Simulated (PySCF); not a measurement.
(F)3Hf-S-SiH3 (singlet state).
Geometry (PBE0-D3(BJ)/def2-SVP, Å), atoms numbered from 1 in this order:
```xyz
9
F3H3HfSSi angstrom
Hf    -0.9315   -0.9159    0.7296
F     -0.5572    0.0375    2.3368
F     -1.4648   -2.6700    1.2239
F     -2.3771   -0.1114   -0.2191
S      1.0585   -1.2874   -0.6548
Si     1.1398    0.8349   -0.8605
H      2.3594    1.4283   -0.2509
H      0.9558    1.2837   -2.2667
H     -0.0503    1.3308   -0.0640
```

Theory: TDDFT CAM-B3LYP/def2-SVPD, vertical, gas phase, core orbitals frozen in the response, def2 core potentials past Kr in PySCF 2.14.0, density-fitted response routines. Spin–orbit coupling is left out.

Ground-to-excited transition dipoles (e·a0, same axes as the geometry; the sign carries no meaning), for the states with f of 0.002 or more among the lowest 10:

```json
{"state": "S2", "E (hartree)": "0.2233", "μx": "0.306", "μy": "-0.058", "μz": "-0.221"}
{"state": "S3", "E (hartree)": "0.2290", "μx": "-0.256", "μy": "-0.027", "μz": "-0.347"}
{"state": "S5", "E (hartree)": "0.2376", "μx": "-0.184", "μy": "0.318", "μz": "0.112"}
{"state": "S7", "E (hartree)": "0.2603", "μx": "-0.179", "μy": "0.041", "μz": "0.117"}
{"state": "S8", "E (hartree)": "0.2626", "μx": "-0.083", "μy": "-0.331", "μz": "-0.102"}
{"state": "S9", "E (hartree)": "0.2630", "μx": "0.124", "μy": "-0.226", "μz": "0.197"}
{"state": "S10", "E (hartree)": "0.2755", "μx": "-0.143", "μy": "-0.017", "μz": "-0.230"}
```

(1) Work out the oscillator strengths.

(2) Which bond between heavy atoms lies closest to the direction of the S3 transition dipole?

(3) What angle do the transition dipoles of S3 and S5 make?

(4) How is the summed strength of these states shared among x, y and z?

(5) What peak molar absorption coefficient would the strongest computed level give as a lone Gaussian band 0.3 eV wide at half height?

Answers

(1) f = (2/3) ΔE |μ|² with ΔE in hartree (27.2114 eV).

```
state  |μ|² (au)  |μ| (D)      f
   S2      0.146     0.97  0.022
   S3      0.187     1.10  0.029
   S5      0.148     0.98  0.023
   S7      0.048     0.55  0.008
   S8      0.127     0.91  0.022
   S9      0.105     0.82  0.018
  S10      0.074     0.69  0.014
```

(2) Hf1–F2 and Hf1–F4, at 34° from it; next Hf1–S5, Hf1–F3 and S5–Si6 at 89°.

(3) |cos θ| = |μa·μb| / (|μa| |μb|) = 0.00, so θ ≈ 90° (taken between 0 and 90°, since the signs are arbitrary).

(4) (2/3) Σ ΔE μα² gives 0.043 for x, 0.045 for y and 0.048 for z, 0.136 in all.

(5) ε(max) = 2.175×10⁸ f / FWHM, with the width in cm⁻¹. S3: 2.175×10⁸ × 0.0286 / 2420 ≈ 2600 L mol⁻¹ cm⁻¹.

The vertical ionisation energy (ΔSCF) is 10.30 eV, 2.80 eV above S10.
